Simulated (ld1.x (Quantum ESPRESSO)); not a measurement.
# Which change was made? (W, TM)

```
Element                 : W
Generator               : ld1.x (Quantum ESPRESSO) 7.5
Type                    : norm-conserving Troullier–Martins (Kleinman–Bylander form)
Functional              : LDA (PZ)
Relativity              : fully relativistic
Frozen core             : [Kr] 4d10 4f14
Valence charge          : 14
Reference configuration : 5s2 5p6 5d4 6s0 6p0 (charge +2)
Partial waves           : 5p (bound): rc 1.35 bohr; 5d (bound): rc 2.15 bohr; 5s (bound): rc 1.55 bohr
Local potential         : the s channel
Core correction         : none
```

Open shells are filled in proportion to 2j + 1 (rel_dist='average').

Cutoffs, loose and tight: the cutoffs (Ry, on a coarse ladder) from which the occupation-weighted sum of valence levels, in a spherical-Bessel basis at the reference potential, stays within 10 and 1 mRy of its value at 400 Ry. They do not see the model core or the augmentation charge, which bear on the density cutoff. Test errors are all-electron minus pseudo excitation energies from the reference, over the configurations 5s2 5p6 5d4 6s2 6p0; 5s2 5p6 5d4 6s1 6p0; 5s2 5p6 5d3 6s0 6p0; 5s2 5p6 5d5 6s1 6p0; 5s2 5p6 5d4 6s1.5 6p0; 5s2 5p6 5d4.5 6s1.5 6p0; 5s2 5p6 5d4 6s1 6p1; variants that change the core or the reference have their own tests.

The base gives: outcome: generated; bound ghosts: not determined; largest test error (meV): +2019.

(1) After one change the result is: outcome: generated; bound ghosts: not determined; largest test error (meV): +1404. Which change was it?
A. all radii scaled by about 0.77 (s 1.20, p 1.04, d 1.66 bohr)
B. all radii scaled by about 1.17 (s 1.82, p 1.58, d 2.52 bohr)
C. all radii scaled by about 0.88 (s 1.36, p 1.18, d 1.88 bohr)
D. all radii scaled by about 1.07 (s 1.66, p 1.44, d 2.28 bohr)
E. all radii scaled by about 0.97 (s 1.50, p 1.30, d 2.08 bohr)

Results:

(1) E. The others give: all radii scaled by about 1.07 (s 1.66, p 1.44, d 2.28 bohr) → outcome: generated; bound ghosts: none; largest test error (meV): +2828 | all radii scaled by about 0.88 (s 1.36, p 1.18, d 1.88 bohr) → outcome: generated; bound ghosts: not determined; largest test error (meV): +642 | all radii scaled by about 0.77 (s 1.20, p 1.04, d 1.66 bohr) → outcome: generated; bound ghosts: not determined; largest test error (meV): +246 | all radii scaled by about 1.17 (s 1.82, p 1.58, d 2.52 bohr) → outcome: generated; cutoff, loose: 55 Ry; cutoff, tight: 90 Ry; bound ghosts: none; largest test error (meV): +5061.
